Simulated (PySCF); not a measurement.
**Se²⁺ (selenium, charge +2): UHF calculation**

Configuration: [Ar] 3d10 4s1 4p3, high-spin 5S determinant (an excited configuration). Calculation: PySCF 2.14, in aug-cc-pwCVTZ-PP with ECP10MDF (8s7p6d4f1g, 96 functions); a scalar-relativistic core potential.

| Item | Value |
| --- | --- |
| Total energy | -370.550282 hartree |
| One-electron energy | -635.2601 hartree |
| Hartree (Coulomb) energy | 292.0401 hartree |
| Exchange energy | -27.3303 hartree |
| ⟨S²⟩ | 6.0013 |
| ⟨L²⟩ | 0.000 |
| Sum of ⟨r⟩ | 18.47 bohr |
| Sum of ⟨r²⟩ | 24.23 bohr² |

```tsv
shell	electrons	mean orbital energy (hartree)	rms radius, mean of both spins (bohr)
3s α	1	-9.81550	0.615
3s β	1	-9.75363	0.615
3p α	3	-7.69477	0.636
3p β	3	-7.64599	0.636
3d α	5	-3.49230	0.686
3d β	5	-3.46005	0.686
4s α	1	-1.82134	1.81
4p α	3	-1.22199	2.09
```

Energies and moments cover only the electrons outside the core potential.
